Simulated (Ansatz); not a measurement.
```yaml
crystal:
  periodic: [false, false, false]
  atoms:
    - {symbol: Al, position_ang: [0.229802, -3.094670, -0.138707]}
    - {symbol: Al, position_ang: [0.230440, -0.140248, -3.091179]}
    - {symbol: Al, position_ang: [-2.709708, 0.005159, 0.011119]}
    - {symbol: Al, position_ang: [0.250025, 0.136833, 3.093079]}
    - {symbol: Al, position_ang: [0.244547, 3.094063, 0.138362]}
    - {symbol: As, position_ang: [-1.090075, -1.360675, -1.358301]}
    - {symbol: As, position_ang: [1.344583, -1.569436, 1.560563]}
    - {symbol: As, position_ang: [1.340880, 1.568176, -1.572905]}
    - {symbol: As, position_ang: [-1.071988, 1.363803, 1.366149]}
    - {symbol: H, position_ang: [1.392414, -3.753593, -1.042894]}
    - {symbol: H, position_ang: [-0.710634, -4.058092, 0.747240]}
    - {symbol: H, position_ang: [1.394829, -1.041976, -3.749931]}
    - {symbol: H, position_ang: [-0.711419, 0.744253, -4.054952]}
    - {symbol: H, position_ang: [-3.528742, -0.976587, 0.994850]}
    - {symbol: H, position_ang: [-3.532365, 0.987954, -0.968623]}
    - {symbol: H, position_ang: [-0.686066, -0.740437, 4.068225]}
    - {symbol: H, position_ang: [1.425969, 1.034578, 3.736926]}
    - {symbol: H, position_ang: [-0.695788, 4.066975, -0.737461]}
    - {symbol: H, position_ang: [1.420797, 3.740588, 1.033665]}
    - {symbol: H, position_ang: [-2.008923, -2.228106, -2.224558]}
    - {symbol: H, position_ang: [2.240549, -2.449040, 2.435482]}
    - {symbol: H, position_ang: [2.490218, -0.860719, 0.838390]}
    - {symbol: H, position_ang: [2.229386, 2.447126, -2.456037]}
    - {symbol: H, position_ang: [2.492203, 0.850667, -0.868887]}
    - {symbol: H, position_ang: [-1.980932, 2.233404, 2.240374]}
basis:
  gaussian: {orbitals: "6-31G*", fitting: {mean_field: def2-universal-jkfit}}
total_charge: -1
hamiltonian: {xc: {name: r2SCAN0}, dispersion: d4}
scf: {omitted_lower_state_checks: [starts]}
```

```sh
$ ansatz run in.yaml --threads 2 --pin off --events-out ev --progress --plain --max-ram 20480MiB --backend cuda --devices 0, --max-vram 18GiB
```

Shortened log:

```
Functional definition: r2SCAN0
1992 factors; integrals over basis functions are off by at most 8.9e-2 eV
mean field evaluation 1: about -276576.1631 eV, gradient 2.2e1 eV
mean field evaluation 2: about -276576.9020 eV, gradient 1.7e1 eV
mean field evaluation 4: about -276577.5851 eV, gradient 7.5e-1 eV
mean field evaluation 8: about -276577.5792 eV, gradient 1.2e-2 eV
mean field -276577.57920270 eV, -10164.0385646828 hartree, gradient 2.5e-5 eV, S^2 0.000000; 0 other end points of the search recorded, 0 dependent functions left out
reference -276577.57922715 eV, -10164.0385655813 hartree; 107, 107 occupied and 160, 160 virtual orbitals, 1992 factors
Total energy: -276577.99828400 eV, -10164.0539656365 hartree
Checks for a lower state left out: starts
```

Hardware: 2 threads of AMD EPYC 7R13 on a shared host and a share (18 GiB) of an NVIDIA H100 80GB HBM3. Wall time 4.2 s, peak host memory 0.91 GiB.

The 6-31G sets use Cartesian d functions. The highest occupied level of an anion often lies above zero with these methods, and sets without diffuse functions describe the outer electron poorly.
